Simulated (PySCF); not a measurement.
Correlation energy of Te⁺ (tellurium, charge +1)

[Kr] 4d10 5s1 5p4, high-spin 4P determinant (an excited configuration). Computed with PySCF 2.14 in aug-cc-pwCVTZ-PP with ECP28MDF (8s7p6d4f1g, 96 functions), with scalar relativity through the core potential. Frozen: 4s2 4p6 4d10; 5 electrons correlated.

| level | correlation energy (mhartree) |
| --- | --- |
| CCSD | -95.41 |
| (T) | -7.38 |
| CCSD(T) | -102.79 |

Diagnostics: T1 = 0.019, D1 = 0.0470, largest double amplitude 0.227.

A double-excitation amplitude exceeds 0.15, a sign of near-degeneracy.

Cost of the coupled-cluster step: roughly 10 core-seconds, for 5 correlated electrons.

Iterations:

```
CC2 = 0
CCSD nocc = (np.int64(4), np.int64(1)), nmo = (87, 87)
frozen orbitals [[0, 1, 2, 3, 4, 5, 6, 7, 8], [0, 1, 2, 3, 4, 5, 6, 7, 8]]
max_cycle = 100
direct = 0
conv_tol = 1e-08
conv_tol_normt = 1e-06
diis_space = 8
diis_start_cycle = 0
Init t2, MP2 energy = -0.0668827717074809
Init E_corr(UCCSD) = -0.066882771716579
cycle = 1  E_corr(UCCSD) = -0.0803565348525973  dE = -0.0134737631  norm(t1,t2) = 0.0824322
cycle = 2  E_corr(UCCSD) = -0.0855894226644124  dE = -0.00523288781  norm(t1,t2) = 0.0544915
cycle = 3  E_corr(UCCSD) = -0.0950291971473398  dE = -0.00943977448  norm(t1,t2) = 0.0400116
cycle = 4  E_corr(UCCSD) = -0.0947326224543563  dE = 0.000296574693  norm(t1,t2) = 0.0101344
cycle = 5  E_corr(UCCSD) = -0.0958303802549647  dE = -0.0010977578  norm(t1,t2) = 0.0041229
cycle = 6  E_corr(UCCSD) = -0.0953676879635558  dE = 0.000462692291  norm(t1,t2) = 0.00215826
cycle = 7  E_corr(UCCSD) = -0.0953547055508296  dE = 1.29824127e-05  norm(t1,t2) = 0.000921196
cycle = 8  E_corr(UCCSD) = -0.0954499292983483  dE = -9.52237475e-05  norm(t1,t2) = 0.000551378
cycle = 9  E_corr(UCCSD) = -0.095405915455636  dE = 4.40138427e-05  norm(t1,t2) = 0.000233393
cycle = 10  E_corr(UCCSD) = -0.095411240537011  dE = -5.32508138e-06  norm(t1,t2) = 4.27636e-05
cycle = 11  E_corr(UCCSD) = -0.0954096021627923  dE = 1.63837422e-06  norm(t1,t2) = 1.55713e-05
cycle = 12  E_corr(UCCSD) = -0.0954093983645463  dE = 2.03798246e-07  norm(t1,t2) = 6.40754e-06
cycle = 13  E_corr(UCCSD) = -0.0954094255048162  dE = -2.71402699e-08  norm(t1,t2) = 3.45835e-06
cycle = 14  E_corr(UCCSD) = -0.0954094832575562  dE = -5.77527401e-08  norm(t1,t2) = 2.32964e-06
cycle = 15  E_corr(UCCSD) = -0.0954094617327757  dE = 2.15247806e-08  norm(t1,t2) = 9.10603e-07
cycle = 16  E_corr(UCCSD) = -0.0954094633226301  dE = -1.58985446e-09  norm(t1,t2) = 2.03693e-07
UCCSD converged
E(UCCSD) = -266.4767253364694  E_corr = -0.09540946332263012
UCCSD(T) correction = -0.00738429185787754
```
